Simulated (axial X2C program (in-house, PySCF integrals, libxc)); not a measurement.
Spin–orbit effects down a group: molecules with Te, MP2

All values come from calculations with an in-house all-electron X2C program for linear molecules (integrals from PySCF), spin-free (one-electron X2C) or two-component (2c: spin–orbit coupling with atomic mean-field Coulomb and Gaunt terms, which also bring small scalar terms), in Dyall basis sets with cores contracted in-house; open shells are unrestricted.

Basis sets: H dyall-v3z, Li dyall-cv3z, Na dyall-cv3z, Te dyall-cv3z. Frozen shells (counts by l): TeH Te 4s3p2d, H none, 7 electrons correlated; LiTe Te 4s3p2d, Li 1s, 7 electrons correlated; NaTe Te 4s3p2d, Na 2s1p, 7 electrons correlated. Where the outer core of a metal is frozen, bonds come out longer and ionisation energies lower.

```tsv
molecule	spin-free state	Re (Å)	ωe (cm⁻¹)	De (eV)	2c state	Re 2c (Å)	ωe 2c (cm⁻¹)	De 2c (eV)
TeH	M_S = 1/2, Λ = 1	1.652	2208.7	2.72	Ω = 3/2	1.655	2191.0	2.66
LiTe	M_S = 1/2, Λ = 1	2.517	448.8	2.40	Ω = 3/2	2.520	446.1	2.31
NaTe	M_S = 1/2, Λ = 1	2.842	233.4	2.02	Ω = 3/2	2.845	232.0	1.93
```

**Question.** Work out the shifts from the spin-free to the two-component result.

**Answer.** 

```
molecule  2c state  ΔRe (Å)  Δωe (cm⁻¹)  ΔDe (eV)
     TeH   Ω = 3/2    0.003       -17.7     -0.06
    LiTe   Ω = 3/2    0.003        -2.7     -0.09
    NaTe   Ω = 3/2    0.003        -1.4     -0.09
```

Shifts of one unit in the last digit are rounding.

Each entry is the lowest single determinant of a limited PBE0 search at one distance. De goes to single-determinant-based atoms at the same level (for ions the charge split of lowest energy) and is withheld (n/a) where an atom does not fit its ground term or J level. Main or longest-lived isotopes.
